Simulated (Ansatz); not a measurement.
Start from `COB(F)Cl` and change one atom or group to get `C=NB(F)Cl`.

Ansatz, PBE0-D4/def2-TZVP geometries, multiplicity 1. Each molecule was computed in one conformer, which needn't be the lowest.

```tsv
property	`COB(F)Cl`
HOMO energy (ωB97M-V/def2-TZVPP) / eV	-11.63
ideal-gas entropy at 298 K and 1 bar (rigid rotor, harmonic PBE0-D4/def2-TZVP) / J/(mol·K)	336
HOMO–LUMO gap (B3LYP/def2-TZVPP) / eV	9.35
LUMO energy (PBE/def2-TZVPP) / eV	-0.48
HOMO energy (B3LYP/def2-TZVPP) / eV	-9.04
size of the dipole moment (B3LYP/def2-TZVPP) / D	2.43
```

Give the same properties after the change, and the shifts. (Best estimate.)

Computed: 
| property | `C=NB(F)Cl` | shift |
| --- | --- | --- |
| HOMO energy (ωB97M-V/def2-TZVPP) / eV | -10.21 | 1.42 |
| ideal-gas entropy at 298 K and 1 bar (rigid rotor, harmonic PBE0-D4/def2-TZVP) / J/(mol·K) | 318 | -18 |
| HOMO–LUMO gap (B3LYP/def2-TZVPP) / eV | 5.91 | -3.44 |
| LUMO energy (PBE/def2-TZVPP) / eV | -2.67 | -2.19 |
| HOMO energy (B3LYP/def2-TZVPP) / eV | -7.71 | 1.33 |
| size of the dipole moment (B3LYP/def2-TZVPP) / D | 3.08 | 0.65 |

With PBE0 the HOMO rises by 1.36 eV and the LUMO falls by 2.12 eV, so the gap narrows by about 3.48 eV. PBE moves the HOMO by 1.23 eV and ωB97M-V by 1.42 eV. The zero-point energy changes by -31.9 kJ/mol with -3 modes. Dipoles are sizes alone; their direction can turn. Modes under 60 cm⁻¹, often nearly free rotors, make the harmonic entropy too high.

B3LYP here is the variant with VWN-RPA as its local correlation; programs differ in this.
